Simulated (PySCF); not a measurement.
BH3N, SMILES B=[NH2+], charge +1.

The structure is a stationary point at TPSSh-D3(BJ)/def2-TZVP. The isomer is the one that the SMILES or the coordinates give; other isomers of the formula were not compared.

Level of theory: r2SCAN/def2-TZVPD (PySCF).

Symmetry labels are those of the subgroup C2v that the program uses (full group C2v).

Q: List the valence orbital energies around the gap with their symmetry. (The exact figures need the calculation; the answer reports its results.)

A: 
```
orbital  symmetry  energy (eV)
-------  --------  -----------
HOMO−6         A1      -393.58
HOMO−5         A1      -190.27
HOMO−4         A1       -31.13
HOMO−3         A1       -21.47
HOMO−2         B2       -20.85
HOMO−1         A1       -18.75
HOMO           B1       -15.79
LUMO           B2        -9.43
LUMO+1         B1        -7.87
LUMO+2         A1        -5.43
LUMO+3         A1        -3.13
```
